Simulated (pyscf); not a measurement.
PySCF, gas phase, ωB97X-D3(BJ)/def2-SVP geometries.

SMILES: [SiH3][S][Ga]([Cl])[Cl]
```xyz
8

Si     1.5695     0.2989     0.0294
S     -0.0031     0.1027    -1.4409
Ga    -1.6501     0.7684    -0.2091
Cl    -3.6365     0.8830    -0.9427
Cl    -1.2948     1.3362     1.8150
H      1.7025     1.7103     0.4724
H      1.3170    -0.5890     1.1928
H      2.7997    -0.1314    -0.6860
```
Charge 0, spin multiplicity 1.

How much does it cost (ΔH, 298 K, ωB97M-D3(BJ)/def2-TZVP) to split H₃Si–S–Ga(Cl)–Cl at its Ga–S bond into H₃Si–S• + [Cl–Ga–Cl]•?

Ga–S to H₃Si–S• + [Cl–Ga–Cl]•: 3.45 eV. The 7 functionals that were run give +3.25 (PBE) to +3.75 eV (ωB97X-D3(BJ)/def2-TZVP). The radicals are drawn with the spin at the cut bond; how far it spreads was not checked. Other isomers of H₃Si–S• were not searched in full and may lie lower. Elements up to Kr have no core potential and no relativistic terms here.
